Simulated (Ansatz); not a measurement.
Calculated with Ansatz (gas phase, PBE0-D4/def2-TZVP geometries, no zero-point term in ΔE). CCSD(T)/CBS adds triple-zeta CCSD(T) − MP2 to the extrapolated MP2 energy (def2 sets, frozen cores). Functionals use def2-TZVPP. B3LYP here is the variant with VWN-RPA as its local correlation; programs differ in this. HSE06 is defined as in plane-wave codes.

`CB([SiH3])[SiH3]` + `B[SiH2][SiH3]` → `[SiH3]B([SiH3])[SiH3]` + `B[SiH2]C`  (redistribution)

```tsv
level	ΔE (kJ/mol)	difference from CCSD(T)/CBS
HSE06-D4	28.6	7.5
BHLYP-D4	21.2	0.1
revPBE	30.9	9.8
B3LYP	26.2	5.1
r2SCAN0	26.3	5.2
CAM-B3LYP	24.0	2.9
RPA@PBE/def2-TZVPP	20.7	-0.4
HF/def2-SVP	21.3	0.2
MP2/def2-QZVPP	21.4	0.3
SCS-MP2/def2-QZVPP	19.1	-2.0
CCSD(T)/CBS	21.1	0
```

Largest T1 diagnostic among the species: 0.015.

Leaving LDA and LC-ωPBE aside and taking each functional with its dispersion term where it has one, the values, not all of them listed here, spread over 10.1 kJ/mol, from BHLYP-D4 to PBE-D4. From BLYP to BHLYP (50 % exact exchange), in def2-TZVPP and without D4, ΔE moves by −5.6 kJ/mol.
